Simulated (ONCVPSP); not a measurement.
**Varying the ONCV potential for Cd (Z = 48)**

Base potential:

cadmium, optimised norm-conserving Vanderbilt (ONCV), made with ONCVPSP 4.0.1 (PBEsol, scalar-relativistic). Core [Ar] 3d10, reference 4s2 4p6 4d10 5s2. Waves: 4s+5s: rc 1.45 bohr, ncon 4, nbas 8, qcut 8.4 1/bohr, 2 projectors; 4p: rc 1.25 bohr, ncon 4, nbas 8, qcut 9.2 1/bohr, 2 projectors, debl 1.3 Ha; 4d: rc 1.35 bohr, ncon 4, nbas 9, qcut 10.9 1/bohr, 2 projectors, debl 1.3 Ha. Local part: polynomial inside 1.10 bohr (lpopt 5, dvloc0 4 Ha). Core correction: polynomial model core, fcfact 0.25.

In the p channel the program set the typed energies aside and used -2.458, 0.250 Ha.

Cutoffs, loose and tight: the cutoffs (Ha) at which the residual kinetic energy of the hardest occupied pseudo-wave falls to 1 and 0.1 mHa per electron. They do not see the model core or the augmentation charge, which bear on the density cutoff. Test errors are all-electron minus pseudo excitation energies from the reference, over the configurations 4s2 4p6 4d10 5s1; 4s2 4p6 4d10 5s0; 4s2 4p6 4d9 5s0; 4s2 4p5 4d10 5s2. A dash means not determined; rows that change the core or the reference have their own tests.

```csv
change,outcome,"cutoff, loose","cutoff, tight",bound ghosts,GHOST(+) flags above zero,largest test error (meV)
base,"generated, projector energies reset by the program",38 Ha,45 Ha,none,none,-61
d: qcut 16.3,"generated, projector energies reset by the program",68 Ha,86 Ha,none,d,-63
"core correction Teter function, fcfact 5.5, rcfact 1.7","generated, projector energies reset by the program",38 Ha,45 Ha,none,none,-65
p: qcut 9.5,"generated, projector energies reset by the program",38 Ha,45 Ha,none,none,-58
p: nbas 7,"generated, projector energies reset by the program",38 Ha,45 Ha,none,none,-58
p: rc 1.32,"generated, projector energies reset by the program",38 Ha,45 Ha,none,none,-69
```

Task: What comes out with this change to the base: s: qcut 11.6; p: qcut 12.7; d: qcut 15?

Result: outcome: generated, projector energies reset by the program; cutoff, loose: 49 Ha; cutoff, tight: 58 Ha; bound ghosts: none; GHOST(+) flags above zero: none; largest test error (meV): -48.

Task: What comes out with this change to the base: p: rc 1.08; local potential polynomial inside 1.08 bohr (lpopt 5, dvloc0 4 Ha)?

Result: outcome: generated, projector energies reset by the program; cutoff, loose: 42 Ha; cutoff, tight: 155 Ha; bound ghosts: none; GHOST(+) flags above zero: s; largest test error (meV): -45.

Task: What comes out with this change to the base: d: rc 1.25, qcut 11.8, nproj 0; local potential the d channel?

Result: outcome: generated, projector energies reset by the program; cutoff, loose: 40 Ha; cutoff, tight: 48 Ha; bound ghosts: none; GHOST(+) flags above zero: s; largest test error (meV): -58.
